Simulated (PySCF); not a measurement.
# Working out the ionisation energy of Fe⁺

Fe⁺ [Ar] 3d6 4s1 (6D) → Fe²⁺ [Ar] 3d6 (5D). Calculation: PySCF 2.14, in x2c-TZVPPall (6s5p4d2f1g, 64 functions); scalar relativity by spin-free X2C-1e. Frozen: [Ne]. Energies in hartree (1 hartree = 27.21139 eV):

```tsv
part	Fe⁺ (lower)	Fe²⁺ (upper)
UHF	-1271.101367	-1270.539004
MP2 opposite-spin	-0.303436	-0.290106
MP2 same-spin	-0.169460	-0.152364
```

What does Hartree-Fock give?

(-1270.539004) − (-1271.101367) = 0.562363 hartree = 15.303 eV.

What do MP2 and SCS-MP2 (6/5 opposite-spin, 1/3 same-spin) give?

The opposite-spin parts differ by 0.363 eV and the same-spin parts by 0.465 eV. MP2: 15.303 + (0.363) + (0.465) = 16.131 eV. SCS-MP2: 15.303 + 1.2 × (0.363) + (0.465)/3 = 15.894 eV.

A first-order spin-orbit estimate adds -0.001 eV to MP2 (valence and next inner shell), giving 16.130 eV against 16.199 eV (measured; NIST Atomic Spectra Database, ionization energies).

What remains against the reference includes basis incompleteness, the frozen core and correlation beyond second order.
